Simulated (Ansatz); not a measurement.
Isolated molecules relaxed with PBE0-D4/def2-TZVP in Ansatz; ΔE leaves out vibrations. CCSD(T)/CBS is the MP2 limit (def2-TZVPP, def2-QZVPP) plus CCSD(T) − MP2 in def2-TZVPP, frozen cores. This one scheme is used for every species. Functionals use def2-TZVPP. B3LYP here is the variant with VWN-RPA as its local correlation; programs differ in this. HSE06 is defined as in plane-wave codes. Elements past krypton have def2 core potentials. For In outer-core shells are correlated without core-valence functions, which leaves a few kJ/mol of doubt a bond. One conformer a species, not always the lowest.

`[CH3][In]([SH])[Cl]` + HCl → `[SH][In]([Cl])[Cl]` + CH₄  (ligand exchange at the In–C bond)

```tsv
level	ΔE (kJ/mol)	difference from CCSD(T)/CBS
LDA (SPW92)	-108.2	11.0
BLYP-D4	-121.4	-2.2
B97M-V	-132.8	-13.6
PBE0-D4	-121.1	-1.9
B3LYP-D4	-124.5	-5.3
ωB97X-V	-123.1	-3.9
PBE-QIDH	-122.2	-3.0
BLYP	-122.5	-3.3
r2SCAN	-125.1	-5.9
HSE06	-121.6	-2.4
CAM-B3LYP	-124.0	-4.8
RPA@PBE/def2-TZVPP	-111.7	7.5
HF/def2-SVP	-149.1	-29.9
CCSD/def2-SVP	-132.8	-13.6
MP2/def2-QZVPP	-117.6	1.6
MP2/CBS(def2)	-119.1	0.1
CCSD(T)/CBS	-119.2	0
```

Largest T1 diagnostic among the species: 0.013.

In def2-TZVPP, CCSD(T) changes the Hartree–Fock value by +29.2 kJ/mol (the triples alone add +1.8 kJ/mol) and MP2 by +29.3 kJ/mol. From BLYP to BHLYP (50 % exact exchange), in def2-TZVPP and without D4, ΔE moves by −9.2 kJ/mol.
